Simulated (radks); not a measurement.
Values are calculated unless marked as measured or tabulated.
Neutral copper inside a hard spherical wall (all orbitals vanish at R), configuration held at [Ar] 3d10 4s1 and not refilled when levels cross. Level of theory: scalar-relativistic Kohn-Sham, LDA (Slater exchange, VWN5 correlation), spin-unpolarised, spherical densities, finite nucleus; Fermi nuclear charge, rms radius 3.8823 fm (a radial shooting solver on a logarithmic mesh with Libxc functionals). Eigenvalues in eV, with the zero of energy where the potential of the charges vanishes at infinity; a dash marks a level that is unbound or too diffuse for the functional's potential to be trusted. A positive occupied level is held by the wall or, in an anion where self-interaction has pushed it up, behind a barrier. The pressure on the wall is -dE/dV.

R (bohr)  E (hartree)  kinetic (hartree)    e(3s)    e(3p)   e(3d)   e(4s)  e(4p, empty)  e(5s, empty)  pressure (GPa)
free      -1652.26814           1676.117  -114.15  -72.035  -5.327  -4.857        -0.781        -0.007               0
15        -1652.26814           1676.117  -114.15  -72.035  -5.327  -4.857        -0.770         0.422        < 0.0001
12        -1652.26813           1676.118  -114.15  -72.033  -5.325  -4.855        -0.728         0.935        0.000293
7         -1652.26293           1676.154  -113.86  -71.743  -5.044  -4.555         0.226         6.281           0.287
6         -1652.25154           1676.216  -113.44  -71.329  -4.647  -4.083         1.194        10.494            1.26
4         -1652.07310           1676.960  -109.89  -67.812  -1.290   0.711         8.519        37.385            38.2
3.5       -1651.87824           1677.679  -107.24  -65.214   1.232   4.849        14.072        55.723             107
3         -1651.44044           1679.201  -102.66  -60.736   5.706  12.985        24.366        87.569             341
2         -1647.08542           1693.626  -77.752  -36.031  32.793  75.267        95.159        276.94            6650
1.5       -1634.29442           1734.320  -35.779    7.841  82.605  212.83        237.13        609.54           52800
